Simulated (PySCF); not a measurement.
B(F)(H)(SH) (BFH₂S), SMILES SBF.

The structure is a stationary point at B3LYP-D3(BJ)/def2-TZVP. The values are those of a single conformer.

Computed with TDA-LC-ωPBE/def2-SVPD (PySCF 2.14.0).

Vertical excitations. Gas-phase values at a fixed geometry. State labels are in the subgroup Cs.

Computed UV-visible absorptions:
| state | symmetry | energy (eV) | λ (nm) | f | main pairs |
|---|---|---|---|---|---|
| S1 | A" | 6.89 | 180 | 0.000 | HOMO−1→LUMO 82 % |
| S2 | A" | 7.06 | 176 | 0.011 | HOMO→LUMO+1 41 %, HOMO→LUMO+5 28 %, HOMO−1→LUMO 12 %, HOMO→LUMO+2 6 % |
| S3 | A' | 7.11 | 174 | 0.171 | HOMO→LUMO 88 % |
| S4 | A" | 8.29 | 150 | 0.097 | HOMO→LUMO+2 43 %, HOMO→LUMO+1 34 %, HOMO→LUMO+6 10 % |
| S5 | A' | 8.67 | 143 | 0.032 | HOMO−1→LUMO+1 70 %, HOMO−1→LUMO+5 15 % |
| S6 | A" | 9.23 | 134 | 0.026 | HOMO→LUMO+3 71 %, HOMO→LUMO+2 11 % |
| S7 | A" | 9.40 | 132 | 0.000 | HOMO−2→LUMO 61 %, HOMO→LUMO+3 13 % |
| S8 | A" | 9.56 | 130 | 0.007 | HOMO→LUMO+5 29 %, HOMO−2→LUMO 24 %, HOMO→LUMO+2 19 %, HOMO→LUMO+7 9 % |
| S9 | A' | 9.61 | 129 | 0.024 | HOMO→LUMO+4 87 % |
| S10 | A' | 9.78 | 127 | 0.349 | HOMO−1→LUMO+2 44 %, HOMO−1→LUMO+6 13 %, HOMO−1→LUMO+1 13 %, HOMO−1→LUMO+3 9 % |
| T1 | A' | 5.58 | 222 | 0 | HOMO→LUMO 96 % |
| T2 | A" | 6.19 | 200 | 0 | HOMO−1→LUMO 89 % |
| T3 | A" | 6.51 | 190 | 0 | HOMO→LUMO+1 40 %, HOMO→LUMO+5 34 %, HOMO→LUMO+6 7 % |
| T4 | A' | 7.60 | 163 | 0 | HOMO−1→LUMO+1 33 %, HOMO−1→LUMO+5 28 %, HOMO−1→LUMO+2 9 %, HOMO−1→LUMO+6 7 % |
Triplets are in the Tamm–Dancoff approximation.
